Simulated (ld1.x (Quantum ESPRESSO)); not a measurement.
**Before and after: TM potential for barium (Ba)**

* Element: Ba
* Generator: ld1.x (Quantum ESPRESSO) 7.5
* Type: norm-conserving Troullier–Martins (Kleinman–Bylander form)
* Functional: LDA (PZ)
* Relativity: fully relativistic
* Frozen core: [Xe]
* Valence charge: 2
* Reference configuration: 5d0 6s1.5 6p0.5
* Partial waves: 6s (bound): rc 3.35 bohr; 6p (bound): rc 3.25 bohr; 5d (bound, empty): rc 3.10 bohr
* Local potential: all-electron potential smoothed inside 2.40 bohr (lloc = -1)
* Core correction: Bessel-smoothed model core inside 3.10 bohr

Open shells are filled in proportion to 2j + 1 (rel_dist='average').

All-electron outer shells of the reference configuration (LDA (PZ), scalar-relativistic, ld1.x):

```json
{"shell": "5s", "level (eV)": "-34.39", "outermost node (bohr)": "0.80", "outermost maximum (bohr)": "1.47"}
{"shell": "5p", "level (eV)": "-19.38", "outermost node (bohr)": "0.86", "outermost maximum (bohr)": "1.67"}
{"shell": "6s", "level (eV)": "-3.67", "outermost node (bohr)": "1.96", "outermost maximum (bohr)": "4.00"}
{"shell": "5d", "level (eV)": "-2.57", "outermost node (bohr)": "1.00", "outermost maximum (bohr)": "2.49"}
{"shell": "6p", "level (eV)": "-1.55", "outermost node (bohr)": "2.35", "outermost maximum (bohr)": "5.34"}
```

Change: wave 6p (bound): rc 3.25 bohr becomes 6p (bound): rc 3.88 bohr.

Cutoffs: the cutoffs (Ry, on a coarse ladder) from which the occupation-weighted sum of valence levels, in a spherical-Bessel basis at the reference potential, stays within 10 and 1 mRy of its value at 400 Ry; they do not see the model core or the augmentation charge, which bear on the density cutoff. Errors are all-electron minus pseudo energies relative to the spin-unpolarised reference configuration.

Problem. How do hardness, ghosts and transferability respond?

Solution. The potential gets softer (15 Ry and 25 Ry → 6 Ry and 8 Ry); both files keep a bound ghost (p, s); of the 7 tests that both files solve, the error grows in 3 and shrinks in 3 by more than 15 % and 0.3 meV (median size 11.0 → 15.3 meV). A larger radius leaves more room for a smooth pseudo-wave, so fewer plane waves are needed.

| quantity | base | changed |
| --- | --- | --- |
| cutoff, loose | 15 Ry | 6 Ry |
| cutoff, tight | 25 Ry | 8 Ry |
| loose cutoff by channel (10 mRy a level) | s 6 Ry, p 21 Ry | s 6 Ry, p 6 Ry |
| bound ghosts | s, p3/2, p1/2 | s, p1/2, p3/2 |
| error for 5d0 6s2 6p0, meV [ΔE -1.04 eV] | -0.9 | -1.1 |
| error for 5d0 6s1 6p0, meV [ΔE 4.50 eV] | -3.7 | -1.8 |
| error for 5d0 6s1.5 6p0, meV [ΔE 1.17 eV] | -0.5 | +0.1 |
| error for 5d0.5 6s1.5 6p0, meV [ΔE -0.40 eV] | -11 | -15 |
| error for 5d0 6s0 6p1, meV [ΔE 7.20 eV] | -41 | -27 |
| error for 5d1 6s1 6p0, meV [ΔE 0.31 eV] | -35 | -42 |
| error for 5d1 6s0 6p0, meV [ΔE 5.23 eV] | -36 | -44 |

 A true bound ghost makes a file unfit for plane-wave use even where its test errors are small: the radial tests pick states by their node count and pass the ghost by.
